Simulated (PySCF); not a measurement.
Correlation energy of Al (aluminium, neutral)

[Ne] 3s1 3p2, high-spin 4P determinant (an excited configuration). Calculation: PySCF 2.14, in aug-cc-pCVTZ-DK with one added diffuse shell each of s, p, d, f type (9s8p6d4f, 91 functions); scalar relativity by spin-free X2C-1e. Frozen: 1s2; 11 electrons correlated.

```json
{"level": "CCSD", "correlation energy (mhartree)": "-294.56"}
{"level": "(T)", "correlation energy (mhartree)": "-2.36"}
{"level": "CCSD(T)", "correlation energy (mhartree)": "-296.92"}
```

Diagnostics: T1 = 0.0040, D1 = 0.0160, largest double amplitude 0.048.

Problem. Is a single reference adequate?

Solution. Yes: T1 lies below 0.03 and no double amplitude reaches 0.07.
